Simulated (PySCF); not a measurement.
## Orbital picture of Tl₂

PBE0 at R = 3.134 Å; PySCF, scalar-relativistic core potentials, basis sets Tl cc-pVTZ-PP with ECP60. State: ¹Σg⁺ (singlet), closed shell, a second solution, started from another occupation. Only the outer orbitals are listed.

| orbital | occ. | ε (eV) | main shells (%) |
| --- | --- | --- | --- |
| σg | 2 | -11.08 | 96 s |
| σu | 2 | -9.18 | 97 s |
| σg | 2 | -3.33 | 95 p |
| πu | 0 | -2.20 | 98 p |
| πu | 0 | -2.20 | 98 p |
| πg | 0 | -0.72 | 100 p |

Question: Which are the highest filled and the lowest empty level, where do they sit, and how wide is the gap?

Answer: Highest filled σg at -3.33 eV (in %: 95 p); lowest empty πu at -2.20 eV (in %: 98 p); the gap at PBE0 is 1.13 eV.

```json
{
  "bond order (Mayer)": "0.95",
  "⟨S²⟩": "0.000"
}
```

Closed-shell solutions of metal pairs were not tested for spin polarisation, which can lower them a little. These are scalar-relativistic numbers at best; spin–orbit coupling would shift them, the dissociation energy most.
